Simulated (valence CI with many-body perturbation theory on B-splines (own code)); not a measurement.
# E1 line list for Ir LXIV

Calculated by valence CI with perturbative core correlation (CI+MBPT): four valence electrons over a frozen Dirac-Fock core [Ne], a basis of 11 s, 11 p, 9 d, 7 f, 5 g, 2 h, 1 i functions for each j, with the one-electron correlation potential Σ1 (screened to all orders), the two-electron term Σ2, the three-electron term Σ3, Breit, model QED; selected single and double excitations, second order for the rest (own B-spline code, finite nucleus).

The last digits are not significant, and no measured levels were compared; by estimate large intervals hold to a few tenths of a per cent, small ones and those within an open d or f shell to about a per cent.

Lines 51 to 100 of 242 in falling wavelength, among levels below 108.23 Ry, chosen from the strongest by gf and those to the six lowest levels. Wavelengths and rates use the calculated energies. Electric multipoles are in the length gauge, E1 and E2 with the static RPA response of the core. Weak lines are less certain than strong ones. Lines between different terms over intervals too small for the method are left out, as are lines whose strength nearly cancels. The highest levels of a list are the least certain.

Levels are named by their leading jj configuration (3d3/2^4 stands for four electrons in 3d with j = 3/2), which in mixed levels can hold well under half, so a name can repeat and another be missing. Letters in brackets count levels of one name in rising energy.

```tsv
λ vac (Å)	Upper	Lower	A (s⁻¹)	S (a.u.) with core polarisation	S without
57.87	(3p1/2^2 3p3/2 3d3/2) J=2	(3s 3p1/2 3p3/2 3d3/2) J=3 [a]	4.98e+10	2.38e-02	2.42e-02
57.63	(3s 3p1/2^2 3d3/2) J=2	(3s 3p1/2^2 3p3/2) J=1	7.77e+09	3.67e-03	3.72e-03
57.57	(3s 3p1/2 3p3/2 3d3/2) J=2 [a]	(3s 3p1/2 3p3/2^2) J=2 [a]	1.67e+10	7.84e-03	7.95e-03
57.16	(3s 3p1/2 3p3/2 3d3/2) J=2 [c]	(3s 3p1/2 3p3/2^2) J=2 [b]	2.36e+10	1.09e-02	1.10e-02
57.08	(3s 3p1/2 3p3/2 3d3/2) J=2 [b]	(3s 3p1/2 3p3/2^2) J=3	7.35e+10	3.37e-02	3.42e-02
56.33	(3p1/2^2 3p3/2 3d3/2) J=2	(3s 3p1/2 3p3/2 3d3/2) J=1 [a]	1.28e+10	5.64e-03	5.72e-03
55.90	(3s^2 3p1/2 3d3/2) J=2	(3s^2 3p1/2 3p3/2) J=2	1.13e+10	4.85e-03	4.92e-03
53.90	(3p1/2^2 3p3/2 3d3/2) J=2	(3s 3p1/2 3p3/2 3d3/2) J=2 [a]	1.31e+10	5.08e-03	5.15e-03
53.58	(3s^2 3p3/2^2) J=2	(3s 3p1/2^2 3p3/2) J=1	1.05e+09	3.99e-04	4.05e-04
53.55	(3s^2 3p1/2 3d3/2) J=2	(3s^2 3p1/2 3p3/2) J=1	3.29e+08	1.25e-04	1.26e-04
52.53	(3s 3p1/2^2 3d3/2) J=1	(3s 3p1/2^2 3p3/2) J=2	6.28e+09	1.35e-03	1.37e-03
50.87	(3s 3p1/2^2 3d3/2) J=2	(3s 3p1/2^2 3p3/2) J=2	1.37e+10	4.44e-03	4.49e-03
49.07	(3s^2 3p3/2^2) J=0	(3s 3p1/2^2 3p3/2) J=1	8.07e+08	4.71e-05	4.78e-05
47.69	(3s^2 3p3/2^2) J=2	(3s 3p1/2^2 3p3/2) J=2	1.01e+09	2.71e-04	2.75e-04
46.14	(3s^2 3p1/2 3d3/2) J=1	(3s^2 3p1/2 3p3/2) J=2	6.36e+09	9.25e-04	9.40e-04
44.53	(3s^2 3p1/2 3d3/2) J=1	(3s^2 3p1/2 3p3/2) J=1	2.94e+09	3.84e-04	3.88e-04
41.61	(3s 3p1/2^2 3d5/2) J=3	(3s^2 3p1/2 3d3/2) J=2	7.21e+08	1.79e-04	1.82e-04
40.71	(3s 3p1/2 3p3/2 3d5/2) J=1 [a]	(3s 3p1/2 3p3/2^2) J=1 [b]	3.84e+10	3.83e-03	3.88e-03
39.65	(3s 3p1/2^2 3d5/2) J=2	(3s^2 3p1/2 3d3/2) J=2	5.26e+08	8.10e-05	8.23e-05
38.12	(3s 3p1/2 3p3/2 3d5/2) J=2 [b]	(3s 3p1/2 3p3/2^2) J=2 [b]	7.85e+10	1.07e-02	1.09e-02
38.12	(3s 3p1/2 3p3/2 3d5/2) J=1 [b]	(3s 3p1/2 3p3/2^2) J=1 [b]	5.80e+10	4.76e-03	4.82e-03
37.33	(3s 3p1/2 3p3/2 3d5/2) J=3 [c]	(3s 3p1/2 3p3/2^2) J=2 [b]	2.24e+10	4.02e-03	4.07e-03
37.29	(3s 3p1/2 3p3/2 3d5/2) J=1 [a]	(3s 3p1/2 3p3/2^2) J=0	8.05e+10	6.18e-03	6.26e-03
36.96	(3s 3p1/2^2 3d5/2) J=2	(3s 3p1/2^2 3p3/2) J=1	2.15e+11	2.67e-02	2.71e-02
36.87	(3s^2 3p3/2 3d5/2) J=2	(3s^2 3p3/2^2) J=2	2.13e+11	2.64e-02	2.67e-02
36.69	(3s 3p1/2 3p3/2 3d5/2) J=1 [b]	(3s 3p1/2 3p3/2^2) J=2 [b]	4.83e+10	3.53e-03	3.58e-03
36.67	(3s 3p1/2 3p3/2 3d5/2) J=1 [c]	(3s 3p1/2 3p3/2^2) J=1 [b]	7.61e+10	5.56e-03	5.63e-03
36.61	(3s^2 3d3/2 3d5/2) J=3	(3s^2 3p3/2 3d3/2) J=2	2.77e+11	4.70e-02	4.76e-02
36.43	(3s^2 3p1/2 3d5/2) J=2	(3s^2 3p1/2 3p3/2) J=2	5.16e+10	6.16e-03	6.24e-03
36.29	(3s^2 3p1/2 3d5/2) J=3	(3s^2 3p1/2 3p3/2) J=2	2.71e+11	4.47e-02	4.52e-02
36.24	(3s 3p1/2 3p3/2 3d5/2) J=2 [a]	(3s 3p1/2 3p3/2^2) J=2 [a]	2.16e+11	2.54e-02	2.57e-02
36.24	(3s 3p1/2 3p3/2 3d5/2) J=0	(3s 3p1/2 3p3/2^2) J=1 [b]	4.29e+11	1.01e-02	1.02e-02
36.09	(3s 3p1/2 3p3/2 3d5/2) J=3 [b]	(3s 3p1/2 3p3/2^2) J=3	2.27e+11	3.69e-02	3.74e-02
36.04	(3s^2 3d3/2 3d5/2) J=3	(3s^2 3p3/2 3d3/2) J=3	5.25e+10	8.49e-03	8.60e-03
35.71	(3s 3p1/2 3p3/2 3d5/2) J=4 [b]	(3s 3p1/2 3p3/2^2) J=3	2.30e+11	4.65e-02	4.71e-02
35.54	(3s 3p1/2 3p3/2 3d5/2) J=2 [d]	(3s 3p1/2 3p3/2^2) J=1 [b]	4.31e+11	4.77e-02	4.83e-02
35.49	(3s^2 3p3/2 3d5/2) J=1	(3s^2 3p3/2^2) J=0	3.98e+11	2.63e-02	2.67e-02
35.49	(3s 3p1/2^2 3d5/2) J=3	(3s 3p1/2^2 3p3/2) J=2	2.54e+11	3.93e-02	3.97e-02
35.46	(3s^2 3d3/2 3d5/2) J=2	(3s^2 3p3/2 3d3/2) J=1	2.50e+11	2.75e-02	2.79e-02
35.42	(3s^2 3p1/2 3d5/2) J=2	(3s^2 3p1/2 3p3/2) J=1	3.54e+11	3.88e-02	3.93e-02
35.42	(3s^2 3d3/2 3d5/2) J=2	(3s^2 3p3/2 3d3/2) J=2	1.47e+11	1.61e-02	1.63e-02
35.41	(3s 3p1/2 3p3/2 3d5/2) J=1 [c]	(3s 3p1/2 3p3/2^2) J=1 [a]	3.22e+11	2.12e-02	2.14e-02
35.20	(3s 3p1/2 3p3/2 3d5/2) J=3 [d]	(3s 3p1/2 3p3/2^2) J=2 [b]	4.66e+11	7.02e-02	7.10e-02
35.20	(3s 3p1/2 3p3/2 3d5/2) J=3 [a]	(3s 3p1/2 3p3/2^2) J=2 [a]	3.91e+11	5.89e-02	5.97e-02
35.19	(3s 3p1/2 3p3/2 3d5/2) J=2 [b]	(3s 3p1/2 3p3/2^2) J=3	9.76e+10	1.05e-02	1.06e-02
35.17	(3s 3p1/2 3p3/2 3d5/2) J=2 [c]	(3s 3p1/2 3p3/2^2) J=1 [a]	3.72e+11	3.99e-02	4.04e-02
35.11	(3s 3p1/2 3p3/2 3d5/2) J=2 [c]	(3s 3p1/2 3p3/2^2) J=2 [b]	1.52e+11	1.62e-02	1.64e-02
35.10	(3s 3p1/2 3p3/2 3d5/2) J=1 [b]	(3s 3p1/2 3p3/2^2) J=0	2.27e+11	1.45e-02	1.47e-02
35.00	(3s 3p1/2 3p3/2 3d5/2) J=0	(3s 3p1/2 3p3/2^2) J=1 [a]	1.53e+11	3.23e-03	3.27e-03
34.93	(3s^2 3d3/2 3d5/2) J=4	(3s^2 3p3/2 3d3/2) J=3	4.12e+11	7.81e-02	7.91e-02
```
